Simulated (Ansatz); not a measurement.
**Worked example: CH3I + GeH2(CH3)I → CH2I2 + GeH3(CH3)**

Species: CH3I (methyl iodide) `CI`, singlet; GeH2(CH3)I, singlet; CH2I2 (diiodomethane) `ICI`, singlet; GeH3(CH3) (methyl germane), singlet. The partners trade H for I: C–H and Ge–I bonds give way to C–I and Ge–H.

Shapes, held fixed at every level: PBE0-D4/def2-TZVP. Programs: Ansatz 0.2.0. The zero-point and thermal change to 298 K, harmonic and unscaled (PBE0-D4/def2-TZVP), is -8.7 kJ/mol.

At CCSD(T)/def2-TZVPP; 1 Eh = 2625.50 kJ/mol:

| species | energy (Eh) |
| --- | --- |
| CH3I | -336.975382 |
| GeH2(CH3)I | -2413.827914 |
| CH2I2 | -633.508921 |
| GeH3(CH3) | -2117.237880 |

Question: Work out ΔH(298 K) of the reaction at this level.

Answer: 
1. Products less reactants: (-633.508921) + (-2117.237880) − [(-336.975382) + (-2413.827914)] = 0.056495 Eh = +148.3 kJ/mol.
2. With the thermal change: +148.3 + (-8.7) = +139.6 kJ/mol.

Other levels give +135.3 (SPW92/def2-TZVPP) to +153.1 kJ/mol (r2SCAN0-D4/def2-TZVPP). No measured value is set beside it here. For atoms past krypton def2 sets carry core potentials with scalar relativity. Relativity is left out for Ge unless named. Correlated rows may include outer-core shells of Ge, I, which these sets cover unevenly.
